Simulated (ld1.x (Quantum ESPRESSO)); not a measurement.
## u(r) = r·R(r): atom against pseudo-atom (Pt)

Columns: radius, all-electron u(r) and pseudo u(r) of the 5p shell (level -57.36 eV) of platinum in the configuration [Kr] 4d10 4f14 5s2 5p6 5d9 6s0.5 6p0.5; LDA (PZ), scalar-relativistic, RRKJ scheme, ld1.x (Quantum ESPRESSO) 7.5.

```tsv
r (bohr)	all-electron	pseudo
0.118	-0.3710	-0.0283
0.235	0.1598	-0.1122
0.353	0.5996	-0.2516
0.470	0.2667	-0.4346
0.588	-0.2970	-0.6430
0.705	-0.7495	-0.8413
0.822	-1.0133	-0.9960
0.940	-1.1125	-1.0800
1.058	-1.0970	-1.0821
1.175	-1.0153	-1.0144
1.292	-0.9023	-0.9041
1.410	-0.7787	-0.7790
1.528	-0.6588	-0.6588
1.645	-0.5502	-0.5502
1.763	-0.4538	-0.4538
1.880	-0.3719	-0.3719
1.998	-0.3023	-0.3023
2.115	-0.2449	-0.2449
2.232	-0.1977	-0.1977
2.350	-0.1587	-0.1587
2.468	-0.1271	-0.1271
2.585	-0.1017	-0.1017
2.702	-0.0812	-0.0812
2.820	-0.0647	-0.0647
2.938	-0.0514	-0.0514
3.055	-0.0409	-0.0409
```

(1) How many radial nodes do the two functions have?

(2) At about which radius was the pseudo-wave matched?

(3) Is the pseudo-wave norm-conserving?

## Answers

(1) The all-electron 5p function has n − l − 1 = 3 (the table is too coarse to show those close to the nucleus); the pseudo-wave has 0, since the states of the same l below it are removed with the core.

(2) 1.50 bohr, where the columns begin to agree (steps of 0.12 bohr).

(3) Yes: the RRKJ scheme keeps the norm inside the radius equal to the all-electron one, which fixes the energy derivative of the logarithmic derivative at the level.
